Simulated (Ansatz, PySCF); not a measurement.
Stepwise substitution at one centre (Ga Br-OH). All species are isolated molecules in the gas phase. One relaxed conformer stands for each flexible species; it need not be the lowest. Strings in code marks are SMILES.

Quantity: redistribution energy (mixed species minus the weighted end members), in eV.

Level 1: frozen-core CCSD(T)/cc-pVTZ // B3LYP-D3(BJ)/def2-TZVP (Ansatz, a quantum-chemistry and plane-wave program)
Level 2: PBE-D3(BJ)/def2-TZVP // B3LYP-D3(BJ)/def2-TZVP (PySCF)
Level 3: SVWN5/6-31G* // B3LYP-D3(BJ)/def2-TZVP (PySCF)
Level 4: HF/STO-3G // B3LYP-D3(BJ)/def2-TZVP (PySCF)

```tsv
species	level 2	level 3	level 4
2 of 3 Br replaced by OH: `[OH][Ga]([OH])[Br]` (H–O–Ga–Br torsion 0°, Br–Ga–O–H torsion -180°)	-0.030	-0.058	-0.087
1 of 3 Br replaced by OH: `[OH][Ga]([Br])[Br]` (H–O–Ga–Br torsion 180°)	-0.030	-0.058	-0.088
```

Question: What does level 1 give for each?

Answer: 
- 2 of 3 Br replaced by OH: `[OH][Ga]([OH])[Br]` (H–O–Ga–Br torsion 0°, Br–Ga–O–H torsion -180°): -0.025
- 1 of 3 Br replaced by OH: `[OH][Ga]([Br])[Br]` (H–O–Ga–Br torsion 180°): -0.025
